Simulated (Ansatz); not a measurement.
System: MnI (charge 0, septet). The spin state was set by rule; other spins were not relaxed. SMILES: [Mn][I]
Geometry: optimised at B3LYP-D3(BJ)/def2-TZVP (Ansatz, a program for electronic structure).

Property: atomisation energy (electronic, to ground-state atoms), in kcal/mol. Correlated levels leave the core frozen unless marked. Open shells are spin-unrestricted. No spin-orbit coupling. Frozen are the shells of the preceding noble gas and the d and f shells that filled before the atom's block. In def2 rows, elements after Kr have scalar-relativistic effective core potentials. The coupled-cluster limit lacks core correlation, which all-electron functionals hold. Basis-set limits of correlation are two-point, X^-3; Hartree-Fock from the larger set.

```tsv
level	program	atomisation energy (kcal/mol)
HF/def2-QZVPPD	Ansatz	53.7
```

Question: Predict the CCSD(T)/CBS(def2-TZVPPD,def2-QZVPPD) result (Ansatz).

Answer: 60.1 kcal/mol
